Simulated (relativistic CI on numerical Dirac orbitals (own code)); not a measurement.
Sensitivity of the levels of Mo³⁺ to α and to the nuclear radius

Calculated at this level of theory: Dirac-Coulomb-Breit CI, orbitals from a KLI potential per configuration, valence Slater integrals scaled by 0.85, P86 correlation energy added to each configuration, derivatives by finite differences, QED left out (own radial code, finite nucleus).

Configurations in the expansion (outside the closed core [Ar] 3d10 4s2): 4p6 4d3, 4p6 4d2 5s, 4p6 4d2 5p, 4p6 4d2 4f, 4p6 4d 5s2, 4p6 4d2 5d, 4p6 4d 5s 5p, 4p5 4d4. Levels of other configurations are missing.

With x = (α/α₀)² − 1 an excitation energy changes as ω = ω₀ + qx; K = 2q/ω₀ is the relative enhancement. Terms are leading LS components, so labels can repeat. The field-shift factor is F = δν/δ⟨r²⟩ for the transition from the lowest level.

Lowest level 4p6 4d3 4F_3/2.

```
            Level  ω₀ (cm⁻¹)  q (cm⁻¹)  F (GHz/fm²)
   4p6 4d3 4F_5/2      704.8     749.6       0.0114
   4p6 4d3 4F_7/2     1604.7      1623       0.0252
   4p6 4d3 4F_9/2     2640.5      2522       0.0402
   4p6 4d3 4P_1/2    11203.8     571.3       0.0599
   4p6 4d3 4P_3/2    11237.4     282.1       0.0721
   4p6 4d3 2G_7/2    12093.3     985.2       0.0958
   4p6 4d3 4P_5/2    12383.0      1830       0.0674
   4p6 4d3 2G_9/2    12763.9      1277       0.0957
   4p6 4d3 2P_3/2    15107.0     812.8        0.226
   4p6 4d3 2P_1/2    15158.7      1143        0.302
   4p6 4d3 2H_9/2    16264.5      2048       0.0912
  4p6 4d3 2H_11/2    16617.7      1902       0.0844
   4p6 4d3 2D_5/2    17831.8      1970        0.188
   4p6 4d3 2D_3/2    17897.7      2676        0.255
   4p6 4d3 2F_7/2    26120.2      1188         0.22
   4p6 4d3 2F_5/2    26428.8      1361         0.23
   4p6 4d3 2D_5/2    40568.3      1285        0.239
   4p6 4d3 2D_3/2    40893.7      1493        0.241
4p6 4d2 5s 4F_3/2    64629.7     -9802         5.75
4p6 4d2 5s 4F_5/2    65322.0     -9147         5.76
4p6 4d2 5s 4F_7/2    66326.4     -8134         5.78
4p6 4d2 5s 4F_9/2    67576.9     -6935          5.8
4p6 4d2 5s 2F_5/2    74160.0     -8279         5.07
```

Correlation outside the listed configurations is missing or only estimated: errors of thousands of cm⁻¹ between configurations and terms are usual at this charge. Rates and lifetimes follow the computed energies and can be off by large factors. The fine structure of a lone outer electron comes out too small, for d and f at times inverted, and misplaced configurations move strength between like terms.

Problem. Which transition from the lowest level has the largest |K|?

Solution. 4p6 4d3 4F_5/2 at 704.8 cm⁻¹, K = 2.13.
